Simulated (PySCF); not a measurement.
## Computed structure and properties of Eu(OH)2

System: Eu(OH)2 (singlet in the valence; each metal's 4f electrons, 7 of them, lie in its core potential, out of spins and levels); start: template (C2). Method: PySCF 2.14.0, RKS PBE0, Eu lcecp-0-SVP with ECP53, O def2-SVP, H def2-SVP; non-relativistic Hamiltonian with scalar-relativistic core potentials where named; density fitting; no spin-orbit coupling.

Input of the relaxation:

```python
mol = gto.M(atom='''
Eu     0.00000     0.00000    -0.17361
O      2.12450    -0.00000     0.77719
H      3.08410    -0.09060     0.83629
O     -2.12450     0.00000     0.77719
H     -3.08410     0.09060     0.83629''',
    basis={'Eu': 'lcecp-0-SVP', 'O': 'def2-SVP', 'H': 'def2-SVP'},
    ecp={'Eu': 'lcecp-0-SVP'},
    charge=0, spin=0)
mf = dft.RKS(mol, xc='PBE0')
mf.grids.atom_grid = (50, 194)  # f atoms: unpruned, at least (60, 302)
mf = mf.density_fit()  # fitting sets: Eu AutoAux, O def2-universal-JKFIT, H def2-universal-JKFIT
mf.conv_tol = 1e-08; mf.max_cycle = 55
mf.kernel(dm0)  # dm0: converged density of the start geometry
# quasi-Newton relaxation in Cartesian coordinates to a largest gradient under 0.00045 Eh/bohr, steps kept in the point group
```

Run from Python with OMP_NUM_THREADS=2; the lines above give its settings. Where DIIS fails, smearing, a level shift and second-order steps follow.
It took 26 s on 2 threads of Arm Neoverse V1 (shared host), from the converged density of the start.

Course of the relaxation:

```tsv
step	energy above end (eV)	largest force component within the symmetry (eV/Å)
0	0.4740	1.729
1	0.2444	1.081
2	0.1219	0.751
3	0.1035	0.819
4	0.0788	0.710
5	0.0395	0.340
6	0.0239	0.639
7	0.0176	0.270
8	0.0127	0.153
9	0.0110	0.049
10	0.0080	0.088
11	0.0025	0.059
12	0.0004	0.084
13	0.0000	0.016
14	0.0000	0.023
```

Relaxed geometry (C2v):

```xyz
5

Eu    0.0000    0.0000   -0.3107
O     1.9842   -0.0384    0.5605
H     2.7610   -0.0549    1.1215
O    -1.9842    0.0384    0.5605
H    -2.7610    0.0549    1.1215
```

```json
{"contact": "Eu1–O2 (OH)", "Å": "2.167"}
{"contact": "Eu1–O4 (OH)", "Å": "2.167"}
```

On the finer grid (75, 302):

```
HOMO                                                          : not given (4f levels lie in the core)
LUMO                                                          : not given (4f levels lie in the core)
Dipole about the centre of mass                               : 3.29 D
Set of Mulliken populations of Eu1 outside the core potential : s 2.10, p 6.17, d 0.83, f 0.04
D3(BJ) dispersion energy (not in the energies)                : -0.049 eV
```

```tsv
atom	Mulliken (e)	Löwdin (e)	spin (e)
Eu1	0.87	0.74	0.00
O2	-0.59	-0.42	0.00
H3	0.16	0.05	0.00
O4	-0.59	-0.42	0.00
H5	0.16	0.05	0.00
```

The 4f levels lie in the core potential and are missing. Their spin isn't counted.

On the grid (50, 194), as all that follows. Harmonic modes: a minimum; lowest 74 cm⁻¹ (negative: unstable), highest 3976 cm⁻¹, zero-point energy 0.668 eV.

Taking off one OH (charge -1, singlet; the rest: singlet) in vacuum, both parts rigid, costs 9.73 eV; the small basis without counterpoise inflates it. Most of it is the attraction of opposite charges; other ways to part are cheaper, and one spin state was tried for the rest.

Rigid scan of OH along the line from its metal:

```
distance to O2 (Å)  energy (eV)
              1.87        1.058
              1.97        0.406
              2.07        0.088
              2.17        0.000
              2.27        0.066
              2.37        0.233
              2.57        0.728
              2.87        1.592
              3.27        2.657
              3.77        3.674
```

One start shape was tried, so this needn't be the lowest isomer.

An lcecp potential fixes the number of 4f electrons, so in runs with it no electron can move into or out of that shell.
